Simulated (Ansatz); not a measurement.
`O[SiH](Br)[O][AlH2]` + H₂ → `[AlH2][O][SiH2]Br` + H₂O  (hydrogenolysis of the Si–O bond)

Gas-phase electronic energies from Ansatz, PBE0-D4/def2-TZVP geometries. CCSD(T)/CBS adds triple-zeta CCSD(T) − MP2 to the extrapolated MP2 energy (def2 sets, frozen cores). This one scheme is used for every species. DFT in def2-TZVPP. For Br outer-core shells are correlated without core-valence functions, which leaves a few kJ/mol of doubt a bond. Scalar relativity is left out up to krypton. One conformer a species, not always the lowest.

Problem. Is it downhill or uphill in electronic energy at CCSD(T)/CBS, and by how much? (Estimate.)

Solution. Computed: Uphill: ΔE = +95.2 kJ/mol.

Problem. What do these levels give: r2SCAN-D4, PBE0-D4, ωB97X-V, ωB97M-V, PBE, r2SCAN, MP2/def2-TZVPP, SCS-MP2/def2-TZVPP, CCSD/def2-TZVPP, CCSD(T)/def2-TZVPP, HF/def2-QZVPP, CCSD/CBS(def2)? (Estimate.)

Solution. The calculation gave: r2SCAN-D4 103.4, PBE0-D4 91.8, ωB97X-V 96.2, ωB97M-V 99.1, PBE 88.8, r2SCAN 102.3, MP2/def2-TZVPP 101.3, SCS-MP2/def2-TZVPP 97.3, CCSD/def2-TZVPP 92.6, CCSD(T)/def2-TZVPP 95.4, HF/def2-QZVPP 88.4, CCSD/CBS(def2) 92.3 kJ/mol.

Largest T1 diagnostic among the species: 0.010.

In def2-TZVPP, CCSD(T) changes the Hartree–Fock value by +7.4 kJ/mol (the triples alone add +2.9 kJ/mol) and MP2 by +13.2 kJ/mol. The D4 term adds +6.8 kJ/mol with B3LYP and +3.6 kJ/mol with PBE0; it sums over pairs of atoms, weighted by their polarisabilities, and B3LYP, whose exchange is more repulsive, gets the larger term.

B3LYP here is the variant with VWN-RPA as its local correlation; programs differ in this.
